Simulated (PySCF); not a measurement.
In(H)2(NHMe) (CH6InN), SMILES [NH]([InH2])C. The structure is a stationary point at B3LYP-D3(BJ)/def2-SVP. The def2 effective core potentials stand for the cores of In; spin–orbit coupling is left out.

Computed equilibrium geometry at B3LYP-D3(BJ)/def2-SVP (PySCF confirms it by a frequency run) as a Z-matrix, and its point group:
point group Cs.
```
N
H 1 1.0168
C 1 1.4469 2 112.73
H 3 1.1024 1 110.29 2 180.00
H 3 1.1089 4 106.71 1 123.05
H 3 1.1089 4 106.71 5 113.90
In 1 2.0388 2 118.72 3 180.00
H 7 1.7247 1 114.55 2 0.00
H 7 1.7254 8 131.49 1 180.00
```
Charge 0, spin multiplicity 1.
